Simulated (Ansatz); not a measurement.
System: CHCl2, charge 1, singlet. CHCl2+ (parent SMILES [CH](Cl)Cl, singlet).
B3LYP-D3(BJ)/def2-TZVP minimum from Ansatz (an electronic-structure program):
```
C
H 1 1.0893
Cl 1 1.6261 2 117.96
Cl 1 1.6261 2 117.96 3 -180.00
```
Charge +1, spin multiplicity 1.

Total energies in cc-pV(D+d)Z, 18 correlated electrons, 11 frozen orbitals. Radicals and triplets start from unrestricted determinants; spin-orbit coupling is neglected. Correlated methods leave the cores frozen. No relativity. The spin of CHCl2+ (parent SMILES Cl[CH]Cl, singlet) was assumed, and the state is the lowest solution found for it.

```csv
method,program,energy (Eh),minus CCSDT(Q) (mEh)
HF,Ansatz,-957.10875,454.40
MP2,Ansatz,-957.51220,50.96
CCSD,Ansatz,-957.54454,18.62
CCSD(T),Ansatz,-957.56091,2.24
CCSDT(Q),Ansatz,-957.56315,0.00
```

Rough core times of Ansatz's runs on a shared machine: CCSD(T) under 20 s, CCSDT(Q) 40 s.
